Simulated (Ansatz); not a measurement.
Mulliken charges of `O[SiH2][O][SnH3]` from B3LYP/def2-TZVPP in Ansatz (PBE0-D4/def2-TZVP geometry).

```tsv
atom	x (Å)	y (Å)	z (Å)	charge (e)
O1	-0.517	0.816	-1.879	-0.406
Si2	-0.484	1.322	-0.310	0.597
O3	-0.437	0.092	0.746	-0.595
Sn4	0.749	-1.468	0.929	0.785
H5	-1.336	0.439	-2.202	0.184
H6	-1.701	2.116	0.001	-0.105
H7	0.747	2.146	-0.231	-0.105
H8	0.098	-2.682	-0.071	-0.123
H9	0.659	-1.857	2.581	-0.118
H10	2.306	-0.976	0.440	-0.113
```

Problem. By hand: the dipole of these point charges (1 e Å = 4.8032 D).

Solution. Σ q r = (0.273, -0.457, 0.137) e Å, of length 0.550 e Å = 2.64 D.

Problem. How does the dipole of the full density compare? (Estimate.)

Solution. The calculation gave: (-0.003, -0.406, 0.047) e Å, 1.96 D; the point charges give 1.35 times that, at 32° from its direction.

Point charges leave out the atoms' own dipoles, such as those of lone pairs, and Mulliken's split depends on the basis, so the two needn't agree.

B3LYP here is the variant with VWN-RPA as its local correlation; programs differ in this.
